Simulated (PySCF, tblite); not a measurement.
Isomers of C6H13NSi, one GFN2-xTB conformer each. Single-point energies are computed at PBE0/pcSseg-1 (PySCF, gas phase, no added dispersion term), electronic only.

| SMILES | GFN2-xTB relative energy (kJ/mol) |
| --- | --- |
| C=C([SiH3])/C=N\CCC | 19.4 |
| C=C/C(C)=N/[C@H](C)[SiH3] | 0.0 |

Conformers: `[CH2:1]=[C:2]([SiH3:3])/[CH:4]=[N:5]\[CH2:6][CH2:7][CH3:8]` with C1–C2–C4–N5 65°, C4–N5–C6–C7 128°, N5–C6–C7–C8 -68°; `[CH2:1]=[CH:2]/[C:3]([CH3:4])=[N:5]/[C@H:6]([CH3:7])[SiH3:8]` with C1–C2–C3–C4 -2°, C3–N5–C6–C7 -150°.

Task: What does PBE0/pcSseg-1 give for the same structures?

Result: 
| SMILES | PBE0/pcSseg-1 E (Eh) | PBE0/pcSseg-1 (kJ/mol) | GFN2-xTB (kJ/mol) | point group |
| --- | --- | --- | --- | --- |
| C=C/C(C)=N/[C@H](C)[SiH3] | -580.13612 | 0.0 | 0.0 | C1 |
| C=C([SiH3])/C=N\CCC | -580.12657 | 25.1 | 19.4 | C1 |

Both levels put the same isomer lowest. 

Task: Which frontier levels, dipoles and rotational constants go with these structures?

Result: 
```
                   SMILES  HOMO (eV, PBE0/pcSseg-1)  LUMO (eV)  dipole (D)       A, B, C (MHz)
C=C/C(C)=N/[C@H](C)[SiH3]                     -6.92      -1.02        1.58  2955, 879.4, 807.8
      C=C([SiH3])/C=N\CCC                     -6.93      -0.89        1.76  2440, 996.3, 833.5
```

Task: What happens when harmonic zero-point energies from GFN2-xTB frequencies are added?

Result: 
```json
{"SMILES": "C=C/C(C)=N/[C@H](C)[SiH3]", "ZPE (kJ/mol)": "441.8", "electronic (kJ/mol)": "0.0", "with ZPE (kJ/mol)": "0.0"}
{"SMILES": "C=C([SiH3])/C=N\\CCC", "ZPE (kJ/mol)": "444.7", "electronic (kJ/mol)": "25.1", "with ZPE (kJ/mol)": "28.0"}
```

The zero-point energies span 2.9 kJ/mol. The order is unchanged.
